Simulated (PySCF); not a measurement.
Structure problem from calculated spectra and properties.

Formula: C4H3F5O.

- Dipole: 3.03 D [PBE0/def2-SVPD]
- Rotational structure: rotational constants A, B, C: 2.553, 0.732, 0.665 GHz [GFN2-xTB]
- 13C NMR: chemical shifts (computed TMS as zero) by class: 171.1 (1 C), 132.2 (1 C), 100.2 (1 C), 84.0 (1 C) ppm [GIAO PBE0/pcSseg-1]
- NMR, other nuclei: isotropic shieldings of nuclei other than C and H, by class: 165 (1 O), 244 (3 F), 266 (1 F), 338 (1 F) ppm [GIAO PBE0/pcSseg-1]
- Polarisability: 58.9 au [PBE0/def2-SVPD]
- Triplet: lowest triplet excitation (Tamm–Dancoff): 4.32 eV [TDA PBE0/def2-SVPD]
- 1H NMR: chemical shifts (computed TMS as zero) by class: 6.12 (2 H), 4.93 (1 H) ppm [GIAO PBE0/pcSseg-1]
- UV, first state: lowest singlet excitation: 7.08 eV (175 nm, f = 0.454) [TDDFT PBE0/def2-SVPD]

Gas-phase values; electronic properties from PySCF, density fitting. Levels stand in brackets. The structure is a single GFN2-xTB conformer in the gas phase; no vibrational or solvent corrections. NMR values are class means; diastereotopic atoms form classes of their own.

Q: Propose a structure and show how it fits.

A: Numbering: `[F:1][CH2:2][O:3]/[C:4]([F:5])=[CH:6]\[C:7]([F:8])([F:9])[F:10]`. Its formula, C4H3F5O, gives 1 degree of unsaturation: 0 rings and 1 π bond in the structure found. 4 carbons fall into 4 classes; from least to most shielded: vinylic C–F carbon [C4] (171.1 ppm), CF3 carbon [C7] (132.2 ppm), sp3 C–F carbon [C2] (100.2 ppm), alkene CH carbon [C6] (84.0 ppm). Hydrogen classes from least to most shielded: 2 H on an sp3 C–F carbon, C2 (6.12 ppm), 1 H on an alkene CH carbon, C6 (4.93 ppm). The other shieldings belong to: 165 ppm, ether oxygen [O3]; 244 ppm, fluorine of a CF3 group [F8/F9/F10]; 266 ppm, vinyl fluorine [F5]; 338 ppm, alkyl fluorine [F1]. S1 is mainly HOMO→LUMO (weight 0.91); the largest Löwdin shares of the orbital it empties are 0.40 on the alkene CH carbon, 0.22 on the vinylic C–F carbon, 0.15 on the ether oxygen and 0.07 on the vinyl fluorine, of the orbital it fills 0.33 on the vinylic C–F carbon, 0.24 on the alkene CH carbon, 0.10 on the ether oxygen and 0.08 on the vinyl fluorine. The optimised geometry has point group C1 and is an asymmetric top. Structure: `FCO/C(F)=C\C(F)(F)F`. Computed isomers that give other values at the same levels: `C=C(OC(F)(F)F)C(F)F` (13C chemical shifts (computed TMS as zero) by class: 160.0 (1 C), 129.6 (1 C), 117.5 (1 C), 105.8 (1 C) ppm); `F/C=C(/F)COC(F)(F)F` (13C chemical shifts (computed TMS as zero) by class: 161.9 (1 C), 155.0 (1 C), 131.2 (1 C), 65.7 (1 C) ppm); `F[C@@H]1C[C@]1(F)OC(F)(F)F` (13C chemical shifts (computed TMS as zero) by class: 131.3 (1 C), 103.3 (1 C), 76.0 (1 C), 20.8 (1 C) ppm). The assignments are read from this structure; whether some other isomer fits the data as well wasn't checked.

The values belong to the conformer `[F:1][CH2:2][O:3]/[C:4]([F:5])=[CH:6]\[C:7]([F:8])([F:9])[F:10]`: F1–C2–O3–C4 71°, C2–O3–C4–F5 14°, C4–C6–C7–F8 169°.
